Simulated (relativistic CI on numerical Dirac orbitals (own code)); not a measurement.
**Electric-dipole transitions in Tl⁴⁰⁺**

These numbers are calculated, not measured: Dirac-Coulomb-Breit CI, separate exchange-only KLI orbitals for each configuration, model QED, unscaled Slater integrals (own radial code, finite nucleus).

CI space (outside the closed core [Ar] 3d10): 4s2 4p6 4d5, 4s2 4p6 4d4 4f, 4s2 4p5 4d6, 4s 4p6 4d6, 4s2 4p5 4d5 4f, 4s 4p6 4d5 4f, 4s2 4p6 4d4 5s, 4s2 4p6 4d3 4f 5s, 4s2 4p6 4d4 5p, 4s2 4p6 4d4 5d, 4s2 4p5 4d5 5s, 4p6 4d6 4f, 4s2 4p6 4d4 5f, 4s2 4p6 4d3 5s 5p, 4s 4p6 4d4 4f 5s, 4s2 4p6 4d4 5g, 4s2 4p6 4d4 6s, 4p6 4d7, 4p5 4d8, 4p5 4d7 4f, 4s2 4p6 4d3 5s2, 4s2 4p6 4d2 4f 5s2, 4s2 4p5 4d3 4f 5s2, 4s 4p6 4d3 4f 5s2. Double excitations out of closed p, d and f shells are left out; levels of such configurations are missing from the list, as are those of other unlisted configurations, and high levels can miss mixing partners. These lack a partner that the ground configuration has and come out too high: 4s2 4p5 4d5 5s.

```csv
λ vac (nm),Lower,Upper,A (s⁻¹),gf,Branching (%)
4.1698,4s2 4p6 4d5 4G_7/2 [3],4s2 4p6 4d4 4f 2G°_9/2 [367],1.19e+12,3.11e+00,28.9
4.1744,4s2 4p6 4d5 2H_11/2 [4],4s2 4p6 4d4 4f 4H°_11/2 [370],1.12e+12,3.52e+00,28.6
4.1768,4s2 4p6 4d5 6S_5/2 [2],4s2 4p6 4d4 4f 4D°_7/2 [333],2.08e+12,4.36e+00,62.6
4.1848,4s2 4p6 4d5 4P_5/2 [1],4s2 4p6 4d4 4f 2F°_7/2 [229],1.52e+12,3.19e+00,89.3
4.1855,4s2 4p6 4d5 6S_5/2 [2],4s2 4p6 4d4 4f 6P°_3/2 [331],3.08e+12,3.23e+00,86.6
4.1878,4s2 4p6 4d5 4P_5/2 [1],4s2 4p6 4d4 4f 2F°_7/2 [228],1.30e+12,2.73e+00,91.5
4.1879,4s2 4p6 4d5 4P_5/2 [1],4s2 4p6 4d4 4f 4P°_5/2 [227],4.02e+12,6.34e+00,99.3
4.1899,4s2 4p6 4d5 2F_7/2 [9],4s2 4p6 4d4 4f 2G°_9/2 [392],2.74e+12,7.20e+00,84.3
4.2002,4s2 4p6 4d5 4G_7/2 [3],4s2 4p6 4d4 4f 4F°_7/2 [355],1.60e+12,3.39e+00,42.0
4.2003,4s2 4p6 4d5 2H_11/2 [4],4s2 4p6 4d4 4f 4H°_13/2 [359],3.79e+12,1.40e+01,99.4
4.2032,4s2 4p6 4d5 4P_5/2 [1],4s2 4p5 4d6 4D°_3/2 [221],2.61e+12,2.76e+00,98.7
4.2069,4s2 4p6 4d5 2G_9/2 [6],4s2 4p6 4d4 4f 4H°_11/2 [370],2.75e+12,8.75e+00,70.0
4.2136,4s2 4p6 4d5 6S_5/2 [2],4s2 4p6 4d4 4f 2F°_5/2 [323],2.06e+12,3.30e+00,87.4
4.2137,4s2 4p6 4d5 2G_9/2 [6],4s2 4p6 4d4 4f 2G°_9/2 [367],2.39e+12,6.36e+00,57.8
4.2145,4s2 4p6 4d5 4G_7/2 [3],4s2 4p6 4d4 4f 4P°_5/2 [348],2.73e+12,4.37e+00,67.3
4.2195,4s2 4p6 4d5 6S_5/2 [2],4s2 4p6 4d4 4f 2F°_5/2 [322],1.63e+12,2.61e+00,86.0
4.2312,4s2 4p6 4d5 2H_11/2 [4],4s2 4p6 4d4 4f 4G°_11/2 [347],1.22e+12,3.93e+00,92.2
4.2447,4s2 4p6 4d5 4G_7/2 [3],4s2 4p6 4d4 4f 4F°_9/2 [337],2.38e+12,6.43e+00,63.2
4.2448,4s2 4p6 4d5 2G_9/2 [6],4s2 4p6 4d4 4f 4F°_7/2 [355],2.04e+12,4.40e+00,53.4
4.2484,4s2 4p6 4d5 2H_11/2 [4],4s2 4p6 4d4 4f 4G°_11/2 [341],2.02e+12,6.56e+00,76.1
```

Terms are leading LS components. Brackets give the number of a level in order of energy, since labels repeat. The list gives strong lines, with weight on those to low levels, without lines whose two gauges differ by over a factor of 2.5, among the lowest 400 of 10805 levels, so that lines to higher ones, which can be the strongest, are missing. Levels whose partners in the same complex of configurations lie outside the list can be far off, and so can their lines. Rates are taken at the computed energies, electric ones in the length gauge.

At this charge energies of transitions that change n are usually good to better than 1 %, and those within a shell (Δn = 0) to a few per cent. Terms inside the open d or f shell come out 10 to 20 % too wide with unscaled integrals.

LS names give the leading component of a level, which can be under half, so a name can repeat, a term be missing and a line seem to break the LS rules.
